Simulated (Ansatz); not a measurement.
Ansatz results at the PBE0-D4/def2-TZVP geometry: HOMO–LUMO gap (ωB97M-V/def2-TZVPP) 11.98 eV; size of the dipole moment (ωB97M-V/def2-TZVPP) 2.66 D; LUMO energy (PBE/def2-TZVPP) -0.24 eV.

Each molecule was computed in one conformer, which needn't be the lowest.

(1) Which molecule gave them?
A. `C[CH](Cl)[SnH3]`
B. `FC[C@@H]1O[C@H]1F`
C. `C#C[SiH2]CN`
D. `CO/C(F)=C/F`

Answers

(1) D. The others give `C[CH](Cl)[SnH3]`: 11.01, 1.78, -0.93; `C#C[SiH2]CN`: 11.13, 1.65, -1.03; `FC[C@@H]1O[C@H]1F`: 14.07, 1.34, -0.05.
